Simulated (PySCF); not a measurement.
## Working out the ionisation energy of Ge⁺

Ge⁺ [Ar] 3d10 4s2 4p1 (2P) → Ge²⁺ [Ar] 3d10 4s2 (1S). Computed with PySCF 2.14 in aug-cc-pVDZ-PP with ECP10MDF (5s4p3d, 32 functions), with scalar relativity through the core potential. Frozen: 3s2 3p6 3d10. Energies in hartree (1 hartree = 27.21139 eV):

```csv
part,Ge⁺ (lower),Ge²⁺ (upper)
UHF,-293.069413,-292.510073
MP2 opposite-spin,-0.029054,-0.025502
MP2 same-spin,-0.002134,0.000000
```

Question: What does Hartree-Fock give?

Answer: (-292.510073) − (-293.069413) = 0.559340 hartree = 15.220 eV.

Question: What do MP2 and SCS-MP2 (6/5 opposite-spin, 1/3 same-spin) give?

Answer: The opposite-spin parts differ by 0.097 eV and the same-spin parts by 0.058 eV. MP2: 15.220 + (0.097) + (0.058) = 15.375 eV. SCS-MP2: 15.220 + 1.2 × (0.097) + (0.058)/3 = 15.356 eV.

Measured between the centres of the two terms (NIST): 15.789 eV, so MP2 (valence) is off by -0.414 eV.

A double-zeta basis recovers only part of the correlation energy.

What remains against the reference includes basis incompleteness, the frozen core and correlation beyond second order.
